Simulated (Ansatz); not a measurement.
Z-matrix (Å, degrees):
```
C
C 1 1.3907
H 2 1.0932 1 114.83
C 2 1.4026 3 115.92 1 179.99
C 4 1.3940 2 129.16 3 180.00
H 4 1.0940 5 115.56 2 179.99
H 5 1.0943 4 115.55 6 0.00
C 5 1.4029 7 115.38 4 180.00
C 8 1.3926 5 128.78 7 -179.99
H 8 1.0939 9 115.63 5 -179.99
H 9 1.0950 8 115.84 10 0.00
C 9 1.4011 11 115.08 8 180.00
C 12 1.4119 9 124.98 11 0.00
H 13 1.0882 12 126.63 9 -0.01
C 13 1.3941 14 126.45 12 -179.99
F 15 1.3233 13 123.23 14 0.00
C 15 1.4225 16 123.51 13 -179.98
B 17 1.5132 15 126.69 16 0.01
H 18 1.2058 17 120.55 15 0.00
H 18 1.2088 19 118.50 17 180.00
```
Charge 0, spin multiplicity 1.

Computed with frozen-core CCSD(T)/cc-pVDZ // B3LYP-D3(BJ)/def2-SVP in Ansatz (a program for electronic structure). The restricted HF reference is unstable towards unrestricted orbitals.

The HF energy is -507.44030 Ha. The MP2 correlation energy is -1.56585 Ha.

Q: Estimate the CCSD correlation energy, the (T) correction, the total energy and the T1 diagnostic.

A: 
The CCSD correlation energy is -1.61701 Ha and the (T) correction is -0.07518 Ha. The CCSD(T) total energy is -509.13250 Ha. The T1 diagnostic comes out as 0.013.
